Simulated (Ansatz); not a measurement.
C2H4OZn can be A, `O=C[CH2][ZnH]`, or B, `C1[CH2][Zn][O]1`.

Calculated with Ansatz (gas phase, PBE0-D4/def2-TZVP geometries, no zero-point term in ΔE). CCSD(T)/CBS adds triple-zeta CCSD(T) − MP2 to the extrapolated MP2 energy (def2 sets, frozen cores). Functionals use def2-TZVPP. B3LYP here is the variant with VWN-RPA as its local correlation; programs differ in this. For Zn outer-core shells are correlated without core-valence functions, which leaves a few kJ/mol of doubt a bond. Scalar relativity is left out up to krypton. Each species was taken in one conformer, which may not be the lowest.

Which is lower in electronic energy at CCSD(T)/CBS, and by how much? (Best estimate.)

Ansatz gave: A, by 22.7 kcal/mol.

Give E(B) − E(A) in kcal/mol with ωB97M-V, B3LYP, PBE-D4, HF/def2-TZVPP, r2SCAN-D4, B3LYP-D4, MP2/def2-TZVPP. (An estimate is asked.)

Computed: ωB97M-V 28.1, B3LYP 28.2, PBE-D4 24.7, HF/def2-TZVPP 36.1, r2SCAN-D4 26.0, B3LYP-D4 27.9, MP2/def2-TZVPP 23.7. None reverses the order clearly.

Largest T1 diagnostic: 0.020.

In def2-TZVPP, CCSD(T) changes the Hartree–Fock value by −11.9 kcal/mol (the triples alone add −1.8 kcal/mol) and MP2 by −12.4 kcal/mol. From PBE to PBE0 (25 % exact exchange), in def2-TZVPP and without D4, E(B) − E(A) moves by +1.1 kcal/mol.
